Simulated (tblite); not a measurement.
Species: C4H8F3OSi (doublet state).
Atom-mapped SMILES: `[CH3:1][CH2:2][C@H:3]([O:4][SiH2:5])[C:6]([F:7])([F:8])[F:9]` (hydrogens: H10, H11, H12 on C1; H13, H14 on C2; H15 on C3; H16, H17 on Si5)

Cartesian coordinates in Å at the GFN2-xTB level; atoms count from 1:
```xyz
17
C4H8F3OSi angstrom
C      2.0409   -0.9107    0.2955
C      1.2655    0.1301   -0.5015
C     -0.1478    0.2927    0.0603
O     -0.8778   -0.8743   -0.1471
Si    -2.2226   -1.4070    0.6091
C     -0.8645    1.4528   -0.6295
F     -0.1924    2.6091   -0.4979
F     -1.0374    1.2541   -1.9383
F     -2.0824    1.6690   -0.1066
H      1.5050   -1.8561    0.2874
H      2.1651   -0.5889    1.3271
H      3.0231   -1.0622   -0.1424
H      1.7758    1.0944   -0.4704
H      1.1792   -0.1876   -1.5423
H     -0.1100    0.5473    1.1308
H     -1.9986   -1.4439    2.0490
H     -3.4280   -0.7069    0.2068
```

Calculated harmonic vibrations of the isolated species, GFN2-xTB (tblite), most abundant isotopes, no scaling. This tight-binding method is rough: wavenumbers can miss measured ones by several per cent, in bad cases by 10 to 20. Modes of hydrogen on silicon can be 10 to 20 % off. One conformer, not necessarily the lowest. Open shells enter through the occupations alone, without spin polarisation, and single modes of such species can be off by tens of per cent. The optimisation stopped once no atom felt more than 0.01 eV/Å.

Lowest wavenumbers of the output (negative numbers stand for imaginary wavenumbers):
```
mode    cm-1
  1     -22.4
  2      52.0
  3      78.7
  4     132.5
  5     148.7
  6     168.4
  7     218.2
  8     232.6
```

Task: Is this structure a minimum?

Result: Not by this Hessian. 1 mode is imaginary beyond 20i (22i cm⁻¹), so at this level the point lies at or near a first-order saddle. The curvature is small, so loose convergence or finite differences may be the whole cause.

Task: Which atoms move in the imaginary mode?

Result: 22i: Si5 (silicon bonded to O and 2 H) 26 %, H16 (hydrogen on silicon) 15 %, F8 (fluorine bonded to C) 14 %, H17 (hydrogen on silicon) 14 %. These are shares of the mass-weighted motion.

Task: What is the remedy?

Result: Step along that mode in both directions, optimise again with tighter thresholds and repeat the frequencies. The zero-point energy of this point (72.7 kcal/mol) counts the 44 real modes alone, and thermal corrections from it aren't those of a minimum.
